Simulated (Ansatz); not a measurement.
Program: Ansatz. Geometries: PBE0-D4/def2-TZVP. ΔE: electronic, gas phase. CCSD(T)/CBS is the MP2 limit (def2-TZVPP, def2-QZVPP) plus CCSD(T) − MP2 in def2-TZVPP, frozen cores. This one scheme is used for every species. DFT in def2-TZVPP. B3LYP here is the variant with VWN-RPA as its local correlation; programs differ in this. One conformer a species, not always the lowest.

Reaction (ligand exchange at the Si–C bond): `C[SiH2][Al]([CH3])[OH]` + H–F → `[CH3][Al]([OH])[SiH2]F` + CH₄

```tsv
level	ΔE (kcal/mol)	difference from CCSD(T)/CBS
PBE-D4	-29.0	1.6
BLYP-D4	-32.7	-2.1
B3LYP-D4	-32.7	-2.1
BHLYP-D4	-33.8	-3.2
CAM-B3LYP-D4	-33.7	-3.1
PBE-QIDH	-30.1	0.5
revPBE	-30.3	0.3
B3LYP	-34.3	-3.7
r2SCANh	-32.0	-1.4
BHLYP	-35.1	-4.5
CCSD(T)/def2-TZVPP	-30.4	0.2
HF/def2-QZVPP	-37.6	-7.0
MP2/def2-QZVPP	-30.6	0.0
HF/CBS(def2)	-37.6	-7.0
MP2/CBS(def2)	-30.5	0.1
CCSD/CBS(def2)	-31.4	-0.8
CCSD(T)/CBS	-30.6	0
```

Largest T1 diagnostic among the species: 0.012.

In def2-TZVPP, CCSD(T) changes the Hartree–Fock value by +6.7 kcal/mol (the triples alone add +0.9 kcal/mol) and MP2 by +6.7 kcal/mol. Leaving LDA and LC-ωPBE aside and taking each functional with its dispersion term where it has one, the values, not all of them listed here, spread over 5.6 kcal/mol, from BHLYP-D4 to revPBE-D4. LDA lies +1.5 kcal/mol from PBE without D4. At CCSD(T), def2-SVP lies +0.9 kcal/mol from the extrapolated value and def2-TZVPP +0.2 kcal/mol.
